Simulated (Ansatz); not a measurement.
Z-matrix (Å, degrees):
```
Si
O 1 1.647
O 1 1.629 2 112.1
N 1 1.704 2 110.2 3 116.7
H 1 1.479 2 103.4 3 -118.5
H 2 0.960 1 114.7 3 -82.2
Si 3 1.636 1 139.6 2 -40.0
H 4 1.006 1 121.7 2 69.4
H 4 1.007 1 119.2 2 -142.8
N 7 1.704 3 105.9 1 4.5
O 7 1.636 3 113.1 1 -116.2
H 7 1.477 3 107.5 1 130.6
H 10 1.006 7 122.2 3 -178.9
H 10 1.008 7 120.2 3 28.2
H 11 0.959 7 116.1 3 72.4
```

The species carries charge 0 and has multiplicity 1.

List the r2SCAN/def2-TZVPP orbital energies in eV (Ansatz). (An estimate is asked.)

Computed: Occupied: -1791.80, -1791.64, -515.78, -515.53, -515.51, -384.80, -384.58, -142.04, -141.88, -96.95, -96.91, -96.87, -96.78, -96.75, -96.70, -26.58, -26.27, -25.74, -22.25, -21.99, -14.87, -13.89, -13.10, -12.55, -12.27, -11.82, -11.28, -10.34, -9.55, -9.27, -8.78, -8.68, -8.19, -7.89, -7.75, -6.57, -6.36. Lowest empty: 0.64, 0.88, 1.19, 1.32, 1.65, 2.61, 2.66, 2.76.
